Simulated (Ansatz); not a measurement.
System: CuBr, net charge 0, singlet state. SMILES: [Cu][Br]
Geometry: optimised at B3LYP-D3(BJ)/def2-TZVP (Ansatz, an electronic-structure program).

Quantity: vertical ionisation energy (to the doublet state of charge +1; each state is the SCF solution reached for its spin; for the singlet T1 is 0.026), in eV. Valence correlation only, unless marked. UHF or UKS for open shells. Spin-orbit coupling is left out. Frozen are the shells of the preceding noble gas and the d and f shells that filled before the atom's block. Non-relativistic. Basis-set limits of correlation are two-point, X^-3; Hartree-Fock from the larger set.

```tsv
level	program	vertical ionisation energy (eV)	minus last row
SVWN5/def2-TZVPD	Ansatz	9.85	0.05
r2SCAN/def2-TZVPD	Ansatz	9.53	-0.27
B3LYP/def2-TZVPD	Ansatz	9.70	-0.10
CAM-B3LYP/def2-TZVPD	Ansatz	9.73	-0.07
wB97M-V/def2-TZVPD	Ansatz	9.62	-0.18
CCSD/def2-TZVPPD	Ansatz	9.49	-0.31
CCSD/CBS(def2-TZVPPD,def2-QZVPPD)	Ansatz	9.70	-0.10
CCSD(T)/def2-TZVPPD	Ansatz	9.56	-0.24
CCSD(T)/def2-QZVPPD	Ansatz	9.69	-0.11
CCSD(T)/CBS(def2-TZVPPD,def2-QZVPPD)	Ansatz	9.80	0.00
```
